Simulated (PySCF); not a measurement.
## Potential energy of LiI along the bond

Set-up: basis Li cc-pVDZ, I cc-pVDZ-PP with ECP28; scalar-relativistic core potentials; PySCF 2.14. Energies in eV from Li + I in their ground configurations at the same level. State: ¹Σ⁺ (singlet), closed shell.

Curves on a restricted Hartree–Fock reference rise too fast on stretching and do not dissociate correctly.

| R (Å) | B2PLYP | RHF | BHandHLYP | RHF-MP2 |
| --- | --- | --- | --- | --- |
| 2.083 | -3.148 | -2.227 | -3.144 | -3.026 |
| 2.180 | -3.424 | -2.528 | -3.413 | -3.319 |
| 2.277 | -3.579 | -2.702 | -3.560 | -3.490 |
| 2.349 | -3.636 | -2.770 | -3.610 | -3.557 |
| 2.422 | -3.653 | -2.797 | -3.621 | -3.583 |
| 2.495 | -3.638 | -2.791 | -3.602 | -3.575 |
| 2.591 | -3.581 | -2.744 | -3.539 | -3.525 |
| 2.713 | -3.466 | -2.639 | -3.418 | -3.416 |
| 2.858 | -3.286 | -2.468 | -3.234 | -3.239 |
| 3.052 | -3.011 | -2.202 | -2.953 | -2.962 |

**Question.** Put a parabola through the three lowest points of the B2PLYP curve and estimate Re, k and ωe (reduced mass 6.648 u; 1 eV/Å² = 0.16022 mdyn/Å; ωe = 1302.8·√(k/μ) cm⁻¹).

**Answer.** Through R = 2.349, 2.422, 2.495 Å the second-order coefficient is 3.00 eV/Å², so Re ≈ 2.424 Å, k ≈ 0.962 mdyn/Å and ωe ≈ 496 cm⁻¹. A polynomial fit of higher order to the unrounded B2PLYP energies gives Re = 2.421 Å, k = 0.953 mdyn/Å, ωe = 493 cm⁻¹; anharmonicity and rounding make the difference.

The higher-order fit for each curve: B2PLYP: Re = 2.421 Å, ωe = 493 cm⁻¹, De = 3.65 eV; RHF: Re = 2.443 Å, ωe = 487 cm⁻¹, De = 2.80 eV; BHandHLYP: Re = 2.409 Å, ωe = 499 cm⁻¹, De = 3.62 eV; RHF-MP2: Re = 2.440 Å, ωe = 492 cm⁻¹, De = 3.58 eV.

Correlated steps freeze 4 core orbitals. Correlated levels converge slowly with the basis: in double zeta they bind strong bonds too weakly, by up to about 1 eV, and carry superposition errors of some tenths. These are scalar-relativistic numbers at best; spin–orbit coupling would shift them, the dissociation energy most. Where the molecule has an RHF reference, its open-shell atoms are computed with UHF. B2PLYP dipoles, levels and charges come from its SCF part alone.
